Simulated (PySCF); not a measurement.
## Assigning NMR signals

Geometry:
| atom | x (Å) | y (Å) | z (Å) |
| --- | --- | --- | --- |
| N1 | 4.371 | 2.201 | -0.415 |
| C2 | 3.486 | 1.490 | -0.596 |
| C3 | 2.432 | 0.654 | -0.819 |
| C4 | 1.490 | -0.081 | -1.028 |
| Si5 | 0.041 | -1.198 | -1.310 |
| C6 | -1.219 | -0.818 | 0.086 |
| Si7 | -1.802 | 1.013 | 0.189 |
| C8 | -0.646 | -1.188 | 1.335 |
| N9 | -0.163 | -1.471 | 2.335 |
| H10 | 0.507 | -2.583 | -1.230 |
| H11 | -0.561 | -0.861 | -2.601 |
| H12 | -2.098 | -1.449 | -0.075 |
| H13 | -0.638 | 1.864 | 0.416 |
| H14 | -2.437 | 1.312 | -1.096 |
| H15 | -2.767 | 1.124 | 1.281 |

Relativity neglected, a single conformation, in vacuum, equivalent nuclei averaged. Geometry from GFN2-xTB; shieldings: GIAO PBE0/pcSseg-1; PySCF 2.14.0 with density-fitted response routines.

Shifts are taken against calculated references (same method and geometry level): TMS for ¹³C (σ = 186.93 ppm), ¹H (σ = 31.72 ppm).

Q: Assign these signals to the numbered atoms. ¹³C{¹H} NMR (computed): δ 122.3, 111.1, 91.7, 87.5, -7.4.

A: 
| δ (ppm) | atoms | environment | reason |
| --- | --- | --- | --- |
| 122.3 | C8 | nitrile carbon | this is the usual window of a C≡N carbon, which has no attached hydrogen |
| 111.1 | C2 | nitrile carbon | – |
| 91.7 | C3 | alkyne carbon | sp carbons lie upfield of alkene carbons because the cylindrical π system leaves one tensor component strongly shielded |
| 87.5 | C4 | alkyne carbon | – |
| -7.4 | C6 | sp3 CH bonded to 2 Si, α to a nitrile | an electropositive neighbour leaves it electron-rich and shielded |

Q: Assign these signals to the numbered atoms. ¹H NMR (400 MHz, computed): δ 4.87 (m, 1H), 4.58 (m, 1H), 4.27 (d, 3H), 1.16 (m, 1H).

A: 
```tsv
δ (ppm)	atoms	environment	reason
4.87	H10	hydrogen on a silicon bonded to 2 C	–
4.58	H11	hydrogen on a silicon bonded to 2 C	–
4.27	H13/H14/H15	hydrogen on a silicon bonded to C	–
1.16	H12	hydrogen on an sp3 CH bonded to 2 Si, α to a nitrile	–
```

Shifts are as computed. Against solution values, carbons near 30 ppm lie about +3 ppm off and those near 130 ppm about +5 ppm. Of 1309 compounds with measured shifts, 239 miss one by over three times the rms of a fit or turn the order of signals round; such compounds aren't used in these exercises. No couplings were computed; multiplicities are counted from neighbouring protons, with m where these are inequivalent, close in shift, in a saturated or five-membered ring or joined by F or P, and br s for small geminal =CH2 splittings.
